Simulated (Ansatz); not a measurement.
Ansatz (an electronic-structure program) input (CCSD(T)/aug-cc-pVDZ):

Ansatz 0.2 input:
```yaml
crystal:
  periodic: [false, false, false]
  atoms:
    - {symbol: Ga, position_ang: [-0.00000000, -0.00000000, -1.80751925]}
    - {symbol: O, position_ang: [0.00000000, 0.00000000, 0.00000000]}
    - {symbol: Ga, position_ang: [0.00000000, 0.00000000, 1.80751925]}
basis:
  gaussian:
    orbitals: aug-cc-pVDZ
total_charge: 1
magnetization: {spin_polarized: true, initial_magnetization: 1}
correlation: {method: ccsd_t, electrons: outside_noble_gas}
output: {forces: true}
```

End of the output:

```
cycle   6  -7.94079567 eV  change   -4.6e-4 eV  update   1.9e-4
cycle   7  -7.94083460 eV  change   -3.9e-5 eV  update   8.0e-5
cycle   8  -7.94086048 eV  change   -2.6e-5 eV  update   2.9e-5
cycle   9  -7.94086307 eV  change   -2.6e-6 eV  update   1.0e-5
cycle  10  -7.94085874 eV  change    4.3e-6 eV  update   3.7e-6
cycle  11  -7.94085853 eV  change    2.1e-7 eV  update   1.4e-6
cycle  12  -7.94085828 eV  change    2.4e-7 eV  update   5.1e-7
cycle  13  -7.94085821 eV  change    7.9e-8 eV  update   1.8e-7
perturbative correction -0.34172632 eV, -0.0125582105 hartree
the calculation of the forces begins
Total energy: -106707.10442470 eV, -3921.4137589345 hartree
Atom 0 at    -0.000000    -0.000000    -1.807519 Å, force     0.000000     0.000000    -0.686853 eV/Å
Atom 1 at     0.000000     0.000000     0.000000 Å, force    -0.000000    -0.000000    -0.000000 eV/Å
Atom 2 at     0.000000     0.000000     1.807519 Å, force    -0.000000    -0.000000     0.686853 eV/Å
Dipole moment:     0.000000    -0.000000    -0.000000 e Å
```
